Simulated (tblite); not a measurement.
C6H13ClSi.
Z-matrix (Å and degrees, GFN2-xTB geometry), rows numbered from 1:
```
C 
C   1  1.5229
C   2  1.5332  1  111.54
C   3  1.4948  2  111.14  1   179.95
Cl  4  1.7533  3  111.83  2   -77.73
C   4  1.3276  3  126.56  2    99.97
C   6  1.4998  4  123.12  3  -178.27
Si  6  1.8928  4  121.31  3     1.79
H   1  1.0882  2  110.56  3    59.40
H   1  1.0875  2  110.42  3   179.39
H   1  1.0881  2  110.60  3   -60.64
H   2  1.0923  1  109.80  3  -120.79
H   2  1.0917  1  109.64  3   120.96
H   3  1.0914  2  109.40  1   -59.03
H   3  1.0926  2  108.93  1    59.14
H   7  1.0895  6  109.87  4   118.56
H   7  1.0870  6  111.87  4    -2.18
H   7  1.0894  6  109.97  4  -123.13
H   8  1.4637  6  107.45  4  -174.50
H   8  1.4658  6  109.92  4    66.47
H   8  1.4649  6  111.22  4   -55.38
```

Method: GFN2-xTB as coded in tblite; computed harmonic values from a numerical Hessian at the method's own geometry, unscaled. Errors from tens to a few hundred cm⁻¹ against measured bands are possible. Modes of hydrogen on silicon can be 10 to 20 % off. One conformer, not necessarily the lowest.

Harmonic wavenumbers (cm⁻¹): 49.5, 79.4, 82.6, 93.2, 109.9, 152.2, 192.2, 235.3, 268.8, 310.1, 320.7, 360.3, 383.2, 513.3, 553.2, 568.4, 652.9, 708.3, 779.1, 785.6, 795.1, 804.8, 898.3, 933.7, 985.2, 1023.6, 1090.7, 1107.5, 1113.8, 1124.6, 1171.4, 1227.3, 1271.4, 1278.6, 1350.2, 1401.2, 1415.2, 1464.9, 1479.2, 1483.9, 1492.9, 1502.9, 1505.1, 1677.0, 2238.9, 2246.7, 2262.5, 2965.2, 2976.6, 2979.9, 2990.2, 2998.6, 3012.9, 3029.6, 3032.8, 3039.0, 3042.4.

A = 1409, B = 1053, C = 641.7 MHz; mass 148.048 u (most abundant isotopes); point group C1, symmetry number 1.

Q: Zero-point energy?

A: Half the sum of the wavenumbers: 36806 cm⁻¹ = 105.23 kcal/mol.

Q: Entropy at 350 K, 1 bar (ideal gas, RRHO, classical rotation)?

A: Translation 41.71, rotation 30.68, vibration 42.84: S = 115.2 cal/(mol K).

Q: And Cp and H(350 K) − H(0)?

A: Cp = 48.99 cal/(mol K), of which vibrations give 41.04 (their classical limit is 57 R = 113.3); H(350 K) − H(0) = 10.44 kcal/mol without the zero-point energy, 7.66 from vibrations.

Q: How do the functions run with temperature in this model?

A: 
| T (K) | S (cal/(mol K)) | Cp (cal/(mol K)) | H − H(0) (kcal/mol) | G − H(0) (kcal/mol) | ln q(vib) |
| --- | --- | --- | --- | --- | --- |
| 150 | 83.9 | 28.0 | 2.74 | -9.84 | 3.97 |
| 250 | 100.6 | 38.5 | 6.06 | -19.09 | 7.34 |
| 298.15 | 107.8 | 43.6 | 8.04 | -24.11 | 8.90 |
| 400 | 122.1 | 53.9 | 13.02 | -35.83 | 12.11 |
| 600 | 147.3 | 70.4 | 25.54 | -62.82 | 18.10 |
| 900 | 179.2 | 87.0 | 49.35 | -111.95 | 26.39 |

q(vib) and H(0) count from the zero-point level.

Q: What must be added to the electronic energy to get the Gibbs energy at 350 K and 1 bar?

A: ZPE + [H(350 K) − H(0)] − T·S = 105.23 + 10.44 − 40.33 = 75.34 kcal/mol.

Hindered rotation and anharmonicity are outside this model. Other conformers, if any are populated, would add a mixing term that is left out. The structure is chiral; the term R ln 2 for an equal mix with its mirror image is left out.

On an Arm Neoverse V2 with one thread, shared host with 32 logical CPUs at a one-minute load of 18, this took 0.81 s wall. This covers the Hessian and the dipole derivatives.
